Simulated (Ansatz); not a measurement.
`ClC1(Cl)O[SiH2]1`, 7 atoms. Charge 0, multiplicity 1. All runs use 2 threads of an Arm Neoverse V1 on a shared host. Correlated methods freeze the cores.

How many basis functions does each run have, and how long does it take in Ansatz? RHF-CCSD(T)/def2-TZVPP energy; RKS PBE0-D4/def2-TZVP frequencies; RKS B2PLYP (frozen core)/def2-TZVPP energy; RKS PBE0-D4/def2-TZVP relaxation (8 steps); RKS ωB97M-V/def2-SVP energy; RKS CAM-B3LYP-D4/def2-TZVPP energy; direct RPA on PBE orbitals/def2-TZVPP energy; RKS PBE0-D4/def2-SVP energy; RKS r2SCAN0-D4/def2-TZVPP energy; RKS B3LYP-D4/def2-TZVPP energy and forces; RHF-MP2/def2-QZVPP energy; RKS ωB97M-V/def2-QZVPP energy. (Best estimate.)

The calculation gave: Other jobs shared the machine, so times are rough.

```csv
level,job,functions,wall time,peak host memory (GiB)
RKS PBE0-D4/def2-SVP,energy,92,1.6 s,0.18
RKS CAM-B3LYP-D4/def2-TZVPP,energy,216,6 s,0.62
direct RPA on PBE orbitals/def2-TZVPP,energy,216,6.5 s,0.43
RKS B3LYP-D4/def2-TZVPP,energy and forces,216,7.5 s,0.62
RKS ωB97M-V/def2-SVP,energy,92,7.5 s,0.27
RKS B2PLYP (frozen core)/def2-TZVPP,energy,216,8 s,0.52
RKS r2SCAN0-D4/def2-TZVPP,energy,216,8.5 s,0.59
RHF-MP2/def2-QZVPP,energy,384,24 s,1.8
RKS ωB97M-V/def2-QZVPP,energy,384,30 s,1.5
RKS PBE0-D4/def2-TZVP,relaxation (8 steps),185,50 s,0.49
RHF-CCSD(T)/def2-TZVPP,energy,216,2.1 min,3
RKS PBE0-D4/def2-TZVP,frequencies,185,3.1 min,0.49
```

B3LYP here is the variant with VWN-RPA as its local correlation; programs differ in this.
